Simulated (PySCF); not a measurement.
Unrelated species, one level of theory. The calculation used PySCF, TDDFT CAM-B3LYP/def2-SVPD, vertical, gas phase, core orbitals frozen in the response. Geometries: PBE0-D3(BJ)/def2-SVP; one conformer of each isolated species. Triplets are in the Tamm–Dancoff approximation.

Problem. Rank by computed LUMO energy, lowest first.
A. `CO[SiH2]OC(C)=O`
B. `CCSCCB(O)O`
C. `O=S1(=O)C=CC=C1`
D. `C#COCC`
E. `[SiH3][SiH2]F`
F. `C=C=COC`

Solution. C (-1.56 eV), E (0.37 eV), B (0.75 eV), F (0.93 eV), A (1.07 eV), D (1.23 eV).

| SMILES | LUMO (eV) | first f ≥ 0.01 (nm) | α (au) | T1 (eV) | f (S1) | gap (eV) | S1 mainly |
| --- | --- | --- | --- | --- | --- | --- | --- |
| O=S1(=O)C=CC=C1 | -1.56 | 288 | 67.9 | 2.64 | 0.025 | 7.62 | H→L (98%) |
| F[SiH2][SiH3] | 0.37 | 190 | 58.4 | 5.79 | 0.016 | 10.14 | H→L (96%) |
| CCSCCB(O)O | 0.75 | 195 | 91.0 | – | 0.000 | 8.91 | H→L+1 (75%) |
| C=C=COC | 0.93 | 195 | 60.0 | 4.20 | 0.001 | 8.74 | H→L (87%) |
| CO[SiH2]OC(C)=O | 1.07 | 160 | 72.2 | 5.38 | 0.001 | 10.81 | H→L+1 (52%) |
| C#COCC | 1.23 | 188 | 52.4 | – | 0.001 | 9.57 | H→L+4 (50%) |

H and L stand for HOMO and LUMO; a dash means that no computed state gives the value.

- `O=S1(=O)C=CC=C1`: Löwdin shares by element: HOMO carbon 80% (atoms not listed hold the other 20%); LUMO carbon 76% (atoms not listed hold the other 24%).
- `F[SiH2][SiH3]`: Löwdin shares by element: HOMO silicon 64%, fluorine 9%, hydrogen 6% or more (atoms not listed hold the other 20%); LUMO silicon 61%, fluorine 10%, hydrogen 10% or more (atoms not listed hold the other 19%).
- `CCSCCB(O)O`: Löwdin shares by element: HOMO sulfur 63%, carbon 16% or more, oxygen 5% or more (atoms not listed hold the other 17%); LUMO boron 41%, oxygen 14%, sulfur 5% (atoms not listed hold the other 39%).
- `C=C=COC`: Löwdin shares by element: HOMO carbon 61% or more, oxygen 27%; LUMO carbon 73% (atoms not listed hold the other 27%).
- `CO[SiH2]OC(C)=O`: Löwdin shares by element: HOMO (one of a set within 0.03 eV) oxygen 70% or more, carbon 14% or more (atoms not listed hold the other 16%); LUMO silicon 31%, carbon 22% or more, hydrogen 16% or more (atoms not listed hold the other 32%).
- `C#COCC`: Löwdin shares by element: HOMO carbon 68% or more, oxygen 23%, hydrogen 4% or more; LUMO carbon 59% (atoms not listed hold the other 41%).
